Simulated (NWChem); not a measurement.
Species: SF anion

Program: NWChem. Pople sets run with spherical d functions. Geometry: optimised at B3LYP/def2-SVPD. Static field.

Problem. Predict the results for CAM-B3LYP/6-31+G*. Quantities: isotropic polarisability (bohr³); anisotropy (bohr³).

Solution. 
| Item | Result |
|---|---|
| isotropic polarisability (bohr³) | 28.6 |
| anisotropy (bohr³) | 1.1 |
